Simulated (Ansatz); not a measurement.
Basis-set extrapolation for C2H7BSSi (`BSC(=C)[SiH3]`) (PBE0-D4/def2-TZVP geometry, frozen core, Ansatz). Multiplicity 1, RHF reference.

```json
{"": "HF", "def2-TZVPP": "-791.004102", "def2-QZVPP": "-791.028923"}
{"": "MP2 correlation", "def2-TZVPP": "-0.729576", "def2-QZVPP": "-0.781108"}
{"": "CCSD(T) correlation", "def2-TZVPP": "-0.827201", "def2-QZVPP": "not run"}
```

Energies in hartree. Use E(X) = E(∞) + A·exp(−7.88·√X) for Hartree–Fock and E(X) = E(∞) + B·X^(−2.97) for correlation, with X = 3 and 4, and add CCSD(T) minus MP2 of the smaller set to the MP2 limit.

Problem. What is the CCSD(T) energy at the basis-set limit?

Solution. HF limit: -791.028923 + (-0.024821) × 0.13774 = -791.03234. MP2 limit: -0.781108 + (-0.051532) × 0.74074 = -0.81928. Higher-order term: -0.827201 − (-0.729576) = -0.09762. Total: -791.94924 hartree, 309.6 kJ/mol below CCSD(T)/def2-TZVPP.
